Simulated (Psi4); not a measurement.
C2H2N, doublet, at a GFN2-xTB geometry; CISD/6-31G** (Psi4 1.11).

Psi4 was given this input:
```
memory 2 GB

molecule mol {
0 2
C     0.003336   -0.168612   -1.162041
C    -0.000512    0.025874    0.178321
N    -0.003815    0.192819    1.328877
H     0.932323   -0.249064   -1.696896
H    -0.922563   -0.244247   -1.702920
}

set {
  basis 6-31g**
  reference uhf
}

energy('cisd')
print_variables()
```

It wrote (shortened):

```
Traceback (most recent call last):
  File "psi4", line 375, in <module>
  File "<string>", line 26, in <module>
  File "site-packages/psi4/driver/driver.py", line 461, in energy
  File "site-packages/psi4/driver/task_planner.py", line 255, in task_planner
  File "site-packages/psi4/driver/driver_util.py", line 222, in negotiate_derivative_type
  File "site-packages/psi4/driver/driver_util.py", line 355, in highest_analytic_derivative_available

psi4.driver.p4util.exceptions.MissingMethodError: Method=cisd is not available for any derivative level under conditions CI_TYPE=CONV, REFERENCE=UHF, FREEZE_CORE=FALSE, QC_MODULE=(auto). See https://psicode.org/psi4manual/master/introduction.html#ss-cisd. Or did you mean? ccd ccsd cisdt cisdtq qcisd lccsd ci2 ci3 ci4 ci5 ci6 ci7 ci8 ci9 ci10 ci11 ci12 ci13 ci14 ci15 ci16 ci17 ci18 ci19 ci20 ci21 ci22 ci23 ci24 ci25 ci26 ci27 ci28 ci29 ci30 ci31 ci32 ci33 ci34 ci35 ci36 ci37 ci38 ci39 ci40 ci41 ci42 ci43 ci44 ci45 ci46 ci47 ci48 ci49 ci50 ci51 ci52 ci53 ci54 ci55 ci56 ci57 ci58 ci59 ci60 ci61 ci62 ci63 ci64 ci65 ci66 ci67 ci68 ci69 ci70 ci71 ci72 ci73 ci74 ci75 ci76 ci77 ci78 ci79 ci80 ci81 ci82 ci83 ci84 ci85 ci86 ci87 ci88 ci89 ci90 ci91 ci92 ci93 ci94 ci95 ci96 ci97 ci98

Printing out the relevant lines from the Psithon --> Python processed input file:
    H    -0.922563   -0.244247   -1.702920
    ""","mol")
    core.IO.set_default_namespace("mol")
    core.set_global_option("BASIS", "6-31g**")
    core.set_global_option("REFERENCE", "uhf")
--> energy('cisd')
    print_variables()

!----------------------------------------------------------------------------------!
!                                                                                  !
!  Method=cisd is not available for any derivative level under conditions          !
!     CI_TYPE=CONV, REFERENCE=UHF, FREEZE_CORE=FALSE, QC_MODULE=(auto). See        !
!     https://psicode.org/psi4manual/master/introduction.html#ss-cisd. Or did you  !
!     mean? ccd ccsd cisdt cisdtq qcisd lccsd ci2 ci3 ci4 ci5 ci6 ci7 ci8 ci9 ci10 !
!     ci11 ci12 ci13 ci14 ci15 ci16 ci17 ci18 ci19 ci20 ci21 ci22 ci23 ci24 ci25   !
!     ci26 ci27 ci28 ci29 ci30 ci31 ci32 ci33 ci34 ci35 ci36 ci37 ci38 ci39 ci40   !
!     ci41 ci42 ci43 ci44 ci45 ci46 ci47 ci48 ci49 ci50 ci51 ci52 ci53 ci54 ci55   !
!     ci56 ci57 ci58 ci59 ci60 ci61 ci62 ci63 ci64 ci65 ci66 ci67 ci68 ci69 ci70   !
!     ci71 ci72 ci73 ci74 ci75 ci76 ci77 ci78 ci79 ci80 ci81 ci82 ci83 ci84 ci85   !
!     ci86 ci87 ci88 ci89 ci90 ci91 ci92 ci93 ci94 ci95 ci96 ci97 ci98             !
!                                                                                  !
!----------------------------------------------------------------------------------!
```

The program refused the input.
